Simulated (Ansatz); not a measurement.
`[SiH3][O][GeH2][Cl]` + H–F → `[F][GeH2][O][SiH3]` + HCl at 400 K and 1 bar (ligand exchange at a Ge–Cl bond).

Isolated molecules relaxed with PBE0-D4/def2-TZVP in Ansatz; ΔE leaves out vibrations. CCSD(T)/CBS adds triple-zeta CCSD(T) − MP2 to the extrapolated MP2 energy (def2 sets, frozen cores). This one scheme is used for every species. For Ge outer-core shells are correlated without core-valence functions, which leaves a few kJ/mol of doubt a bond. Scalar relativity is left out up to krypton. One conformer a species, not always the lowest.

```
              species  CCSD(T)/CBS energy (Eh)  H − E (kJ/mol)  S (J/(mol·K))
`[SiH3][O][GeH2][Cl]`              -2903.24621           156.3          405.0
                  H–F               -100.39570            36.5          182.2
 `[F][GeH2][O][SiH3]`              -2543.25592           157.7          392.5
                  HCl               -460.38127            29.6          195.4
```

H − E and S are ideal-gas, rigid-rotor, harmonic terms from PBE0-D4/def2-TZVP, for one conformer and one mirror image of each species. 1 Eh = 2625.50 kJ/mol, R = 8.31446 J/(mol·K).

Q: By hand: ΔE, ΔH, ΔS and ΔG.

A: ΔE = (-2543.25592) + (-460.38127) − (-2903.24621) − (-100.39570) = 0.00472 Eh = 12.4 kJ/mol. Δ(H − E) = 157.7 + 29.6 − 156.3 − 36.5 = -5.5, so ΔH = 6.9 kJ/mol. ΔS = 392.5 + 195.4 − 405.0 − 182.2 = 0.7 J/(mol·K). ΔG = 6.9 − 400 × (0.7)/1000 = 6.6 kJ/mol.

Q: By hand: the equilibrium constant, and the temperature at which ΔG would vanish if ΔH and ΔS stayed fixed.

A: log₁₀ K = −ΔG/(RT ln 10) = -0.9. ΔG = 0 at ΔH/ΔS = 9857 K, far beyond where these terms or the molecules hold.

The number of gas molecules stays the same, so ΔS is small and ΔH decides. A doubt of 5 kJ/mol in ΔE shifts log₁₀ K by 0.7 here. Other conformers and mirror images would add mixing entropy, several J/(mol·K) or more a flexible species. Modes under 60 cm⁻¹, often nearly free rotors, make the harmonic entropy too high. These are equilibria of isolated gas molecules and say nothing of rates. Largest T1 diagnostic: 0.012 (customary marks: 0.02 for closed shells, 0.045 for open ones).
